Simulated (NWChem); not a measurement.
System meant: C2H8Ti; SMILES [CH3][TiH2][CH3]

NWChem input:

```
start job
memory heap 200 mb stack 900 mb global 1100 mb
geometry units angstroms noautoz
  Ti     0.000001     0.000000    -0.435444
  C      1.685592    -0.127442     0.700286
  H      2.193132    -1.064586     0.422760
  H      1.504258    -0.113946     1.782083
  H      2.327955     0.723081     0.423075
  C     -1.685590     0.127442     0.700288
  H     -2.327948    -0.723089     0.423088
  H     -2.193140     1.064579     0.422752
  H     -1.504256     0.113961     1.782086
  H     -0.106130    -1.403339    -1.420279
  H      0.106133     1.403340    -1.420278
end
basis spherical
  * library def2-svp
end
dft
  xc xpbe96 cpbe96
  iterations 4
  mulliken
end
task dft energy
```

End of the output:

```
    Atom       Charge   Shell Charges
 -----------   ------   -------------------------------------------------------
    1 Ti  22    27.76   2.00  2.00  1.89  0.30  0.08  5.99  5.82  0.51  7.48  1.67  0.01
    2 C    6     4.53   1.96  0.54  0.34  0.87  0.78  0.03
    3 H    1     0.65   0.39  0.21  0.05
    4 H    1     0.87   0.57  0.26  0.04
    5 H    1     0.65   0.39  0.21  0.05
    6 C    6     4.53   1.96  0.54  0.34  0.87  0.78  0.03
    7 H    1     0.65   0.39  0.21  0.05
    8 H    1     0.65   0.39  0.21  0.05
    9 H    1     0.87   0.57  0.26  0.04
   10 H    1     0.42   0.22  0.18  0.03
   11 H    1     0.42   0.22  0.18  0.03

 center of mass
 --------------
 x =  -0.00000000 y =   0.00000000 z =  -0.07431792

 moments of inertia (a.u.)
 ------------------
         138.893145744553           0.000000000000           0.000000000000
           0.000000000000         448.334978556810           0.000000000000
           0.000000000000           0.000000000000         361.088902393582

     Multipole analysis of the density
     ---------------------------------

     L   x y z        total         alpha         beta         nuclear
     -   - - -        -----         -----         ----         -------
     0   0 0 0     -0.000000    -21.000000    -21.000000     42.000000

     1   1 0 0     -0.000000     -0.000000     -0.000000     -0.000000
     1   0 1 0     -0.000000     -0.000000     -0.000000      0.000000
     1   0 0 1      7.702777      3.851388      3.851388      0.000000

     2   2 0 0     38.007881    -87.052926    -87.052926    212.113733
     2   1 1 0     -0.000000     -0.000000     -0.000000     -0.000000
     2   1 0 1     -0.000000     -0.000000     -0.000000     -0.000000
     2   0 2 0     -7.986010    -16.804522    -16.804522     25.623035
     2   0 1 1      0.000000      0.000000      0.000000      0.000000
     2   0 0 2     -9.737829    -42.581497    -42.581497     75.425164

 ------------------------------------------------------------------------
 dft energy failed                                                                                  0
 ------------------------------------------------------------------------
 ------------------------------------------------------------------------
  current input line :
    24: task dft energy
 ------------------------------------------------------------------------
 ------------------------------------------------------------------------
 This type of error is most commonly associated with calculations not reaching convergence criteria
 ------------------------------------------------------------------------
 For more information see the NWChem manual at https://nwchemgit.github.io

0:dft energy failed:Received an Error in Communication
```

Question: Can this run be used? If not, why, and what is the fix?

Answer: The run did not converge; its last values are not results. Cause: the SCF was allowed too few iterations. This input runs:
```
start job
memory heap 200 mb stack 900 mb global 1100 mb
geometry units angstroms noautoz
  Ti     0.000001     0.000000    -0.435444
  C      1.685592    -0.127442     0.700286
  H      2.193132    -1.064586     0.422760
  H      1.504258    -0.113946     1.782083
  H      2.327955     0.723081     0.423075
  C     -1.685590     0.127442     0.700288
  H     -2.327948    -0.723089     0.423088
  H     -2.193140     1.064579     0.422752
  H     -1.504256     0.113961     1.782086
  H     -0.106130    -1.403339    -1.420279
  H      0.106133     1.403340    -1.420278
end
basis spherical
  * library def2-svp
end
dft
  xc xpbe96 cpbe96
  iterations 150
  mulliken
end
task dft energy
```
It converges to -929.90039 Ha (PBE/def2-SVP).
